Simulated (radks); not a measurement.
Coulomb parameter of the 4f shell of the dysprosium ion Dy+ in the model configuration [Xe] 4f9.5 6s1.5, as a second difference U = [E(n + 0.5) + E(n - 0.5) - 2 E(n)] / (0.5)^2 with all orbitals relaxed. "Bare": the charge of the atom changes with n. "Screened": the 6s shell takes up the change at fixed total charge, which measures U(4f,4f) + U(6s,6s) - 2 U(4f,6s). Calculated with a radial shooting solver on a logarithmic mesh with Libxc functionals: Dirac Kohn-Sham, PBEsol, spin-unpolarised, spherical densities, finite nucleus; open shells are shared between the two j in proportion to 2j + 1; Fermi nuclear charge, rms radius 5.2218 fm.

case              configuration  E - E(n) (eV)
start          [Xe] 4f9.5 6s1.5          0.000
bare +0.5       [Xe] 4f10 6s1.5         -4.894
bare -0.5        [Xe] 4f9 6s1.5          8.806
screened +0.5     [Xe] 4f10 6s1         -1.132
screened -0.5      [Xe] 4f9 6s2          2.820

U(bare) = 15.651 eV, U(screened by 6s) = 6.751 eV.
